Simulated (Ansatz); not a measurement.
A nudged elastic band was laid between two geometries of C2H6ClNSiSn (12 atoms, charge 0, multiplicity 1).

All numbers below come from RKS BHLYP-D4/def2-SVP (Ansatz).

```yaml
movable_images: 7
climbing_image: yes
spring: 5.0 eV/Å²
optimiser: quadratic models (default)
start_path: IDPP
force_threshold: 0.03 eV/Å
iteration_limit: 31
end_points: relaxed
```

Image 0:

```xyz
12
Properties=species:S:1:pos:R:3
Cl -0.945 -1.680 -1.946
C 0.195 -0.821 -0.995
C -0.057 0.017 0.030
Sn -1.970 0.658 0.782
N 1.197 0.306 0.636
Si 2.003 -0.636 -0.635
H -2.706 -0.629 1.617
H -2.950 1.176 -0.507
H -1.671 1.954 1.854
H 1.373 1.249 0.942
H 2.828 0.153 -1.575
H 2.782 -1.801 -0.169
```

Image 8:

```xyz
12
Properties=species:S:1:pos:R:3
Cl -0.447 0.422 -2.671
C 0.397 -0.011 -1.243
C -0.060 0.017 0.025
Sn -1.971 0.703 0.740
N 0.919 -0.635 0.824
Si 1.956 -0.788 -0.610
H -1.824 0.894 2.430
H -3.156 -0.467 0.389
H -2.359 2.190 0.012
H 1.133 -0.244 1.727
H 3.187 0.032 -0.586
H 2.302 -2.169 -1.002
```

Q: Which bonds break or form, and what moves?

A: No bond is made or broken. The dihedral C2–C3–Sn4–H8 goes from -49 to 76°. The two ends are copies of one structure, up to a mirror image or an exchange of like atoms.

Q: What energy profile does the band end with?

A: The forces met the threshold. The highest image is number 4 of 0 to 8, 2.9 kJ/mol above the ends, which have the same energy within 2 meV. A vibrational analysis at the climbing image gives one clearly imaginary mode, 71i cm⁻¹: a first-order saddle point.

```csv
image,path coordinate (Å),energy (kJ/mol),dihedral C2–C3–Sn4–H8 (°)
0,0.00,0.0,-49
1,0.62,0.4,-33
2,1.25,1.4,-18
3,1.87,2.5,-2
4,2.49,2.9,14
5,3.12,2.5,29
6,3.74,1.3,45
7,4.36,0.3,61
8,4.98,0.0,76
```

Q: What is the geometry of the highest image?

A: 
```xyz
12
Properties=species:S:1:pos:R:3
Cl -0.688 -0.420 -2.646
C 0.285 -0.353 -1.236
C -0.073 0.003 0.015
Sn -1.971 0.715 0.745
N 1.041 -0.295 0.852
Si 1.971 -0.764 -0.585
H -2.309 -0.111 2.197
H -3.186 0.444 -0.409
H -1.819 2.383 1.071
H 1.285 0.367 1.571
H 3.093 0.136 -0.930
H 2.448 -2.161 -0.610
```

The band took 6 iterations and roughly 6 core-minutes.

The run took 3.3 min on 2 threads of Intel(R) Xeon(R) Platinum 8488C (Sapphire Rapids) (shared host), peak memory 0.45 GiB.
